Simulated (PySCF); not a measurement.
## Adding and removing an electron: RbSb

PBE; basis Rb def2-SVPD with ECP28, Sb def2-SVPD with ECP28; scalar-relativistic core potentials; PySCF 2.14. Neutral (UKS): triplet (π ↑↑), Re = 3.508 Å, ωe = 103 cm⁻¹, De = 1.20 eV, HOMO -3.04 eV, LUMO -2.38 eV.

RbSb⁺ (UKS): quartet (σ ↑, π ↑↑), Re = 4.017 Å, ωe = 42.9 cm⁻¹, De = 0.18 eV to Rb⁺ + Sb. The energies at the minima are -264.32806 hartree for RbSb and -264.13348 for RbSb⁺.

Work out the adiabatic ionisation energy, without and with harmonic zero-point energies (1 hartree = 27.2114 eV, 1 eV = 8065.5 cm⁻¹), and the change of the bond length.

At PBE: 0.19458 hartree = 5.295 eV between the minima; the zero-point term (42.9 − 103.0)/2 cm⁻¹ = -0.004 eV makes it 5.291 eV. Re changes by +50.9 pm against the neutral. The electron leaves a σ orbital, and the ion is left as a loose complex of an ion and an atom.

Weak bonds: RbSb⁺. Basis-set superposition, not corrected here, can be much of De in a small basis, most of all at correlated wavefunction levels. These are scalar-relativistic numbers at best; spin–orbit coupling would shift them, the dissociation energy most. For an ion De counts to the pair picked by the measured ionisation energies or electron affinities, which need not be the lowest pair at this level. States were picked by a PBE0 search and need not be the measured ground states.
